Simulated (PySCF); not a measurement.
H2O3S, SMILES S(=O)(O)O. Atoms are numbered in the order given.

```xyz
6

O     -0.3222     1.3844     0.0000
S      0.4434     0.1205     0.0000
O     -0.1521    -0.7609     1.2732
O     -0.1521    -0.7609    -1.2732
H     -1.0418    -0.4141     1.4798
H     -1.0418    -0.4141    -1.4798
```

Coordinates come from a B3LYP-D3(BJ)/def2-SVP optimisation. The values are those of a single conformer.

Two levels are set side by side: PBE/pcSseg-2 (PySCF) and HF/pcSseg-2 (PySCF). GIAO shifts against H2O (¹⁷O), H2S (³³S), TMS (¹H) at the same level; non-relativistic, no solvent, atoms listed together averaged. Differences are taken from unrounded values.

| quantity | HF |
|---|---|
| δ(¹⁷O) of O1 (ppm) | 217.9 |
| δ(³³S) of S2 (ppm) | 704.5 |
| δ(¹⁷O) of O3, O4 (ppm) | 199.8 |
| δ(¹H) of H5, H6 (ppm) | 4.80 |

Q: What does PBE give, and how far is it from HF? (The exact figures need the calculation; the answer reports its results.)

A: 
| quantity | PBE | PBE minus HF |
|---|---|---|
| δ(¹⁷O) of O1 (ppm) | 291.7 | 73.8 |
| δ(³³S) of S2 (ppm) | 761.6 | 57.2 |
| δ(¹⁷O) of O3, O4 (ppm) | 259.9 | 60.1 |
| δ(¹H) of H5, H6 (ppm) | 4.24 | -0.56 |

Rough cost on one machine, each run with all the roots and properties that it gave: HF against PBE within a factor of 2.
